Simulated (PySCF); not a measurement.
C3H3, SMILES [CH][C][CH2+] (connectivity only; charge and spin as stated), charge +1, multiplicity 1. Atoms are numbered in the order given.

```xyz
6

C      0.0000     0.0000    -1.2363
C      0.0000     0.0000     0.1048
C      0.0000     0.0000     1.3286
H      0.0000     0.9363    -1.7925
H      0.0000    -0.9363    -1.7925
H      0.0000     0.0000     2.4025
```
Charge +1, spin multiplicity 1.

Geometry optimised at B3LYP-D3(BJ)/def2-TZVP.

Method: PBE/pcSseg-2 run with PySCF.

GIAO shieldings, no solvent; atoms alike by connectivity are averaged. δ = σ(ref) − σ: ¹³C against TMS (σ = 181.4 ppm); ¹H against TMS (σ = 31.47 ppm), references at their B3LYP-D3(BJ)/def2-TZVP geometries, non-relativistic.

### Question
Estimate the chemical shifts. (The exact figures need the calculation; the answer reports its results.)

### Answer

```json
[
 {"nucleus": "¹³C", "atoms": "C3", "count": "1", "δ (ppm)": "372.6"},
 {"nucleus": "¹³C", "atoms": "C1", "count": "1", "δ (ppm)": "283.5"},
 {"nucleus": "¹³C", "atoms": "C2", "count": "1", "δ (ppm)": "161.7"},
 {"nucleus": "¹H", "atoms": "H6", "count": "1", "δ (ppm)": "19.14"},
 {"nucleus": "¹H", "atoms": "H4, H5", "count": "2", "δ (ppm)": "11.13"}
]
```
